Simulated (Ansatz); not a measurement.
```yaml
crystal:
  periodic: [false, false, false]
  atoms:
    - {symbol: C, position_ang: [-1.675039, 0.569893, 0.335804]}
    - {symbol: Hf, position_ang: [0.212040, 0.421156, -0.801481]}
    - {symbol: C, position_ang: [1.486579, -0.944179, 0.376646]}
    - {symbol: F, position_ang: [-0.148363, -0.375095, -2.494299]}
    - {symbol: F, position_ang: [1.035945, 2.137906, -0.860910]}
    - {symbol: H, position_ang: [-1.501795, 1.002064, 1.328711]}
    - {symbol: H, position_ang: [-2.427312, 1.191150, -0.163204]}
    - {symbol: H, position_ang: [-2.118279, -0.422562, 0.483148]}
    - {symbol: H, position_ang: [2.784796, -1.077016, 0.244446]}
    - {symbol: H, position_ang: [2.484796, -1.077016, -0.055554]}
    - {symbol: H, position_ang: [1.029897, -1.938208, 0.454091]}
basis:
  gaussian: {orbitals: def2-mTZVP}
hamiltonian: {xc: {name: PBE}}
```

```sh
$ ansatz run in.yaml --threads 4 --pin off --events-out ev --progress --plain --max-ram 10444MiB
```

It prints (some lines left out):

```
Functional definition: PBE
1246 factors; their error is unknown
mean field evaluation 1: about -8881.4463 eV, gradient 9.9e1 eV
mean field evaluation 2: about -8778.4977 eV, gradient 2.3e2 eV
mean field evaluation 4: about -8900.7639 eV, gradient 2.6e1 eV
mean field evaluation 8: about -8902.0625 eV, gradient 3.2e-1 eV
mean field evaluation 16: about -8902.0162 eV, gradient 4.5e-4 eV
mean field -8902.01619980 eV, -327.1430613393 hartree, gradient 4.6e-5 eV, S^2 0.000000; 0 other end points of the search recorded, 0 dependent functions left out
reference -8902.01624697 eV, -327.1430630728 hartree; 24, 24 occupied and 106, 106 virtual orbitals, 1246 factors
Total energy: -8902.01624697 eV, -327.1430630728 hartree
```

Q: What is wrong with this run?

A: One atom was put on top of another. The run converged. The result belongs to that input, not to the molecule as meant.
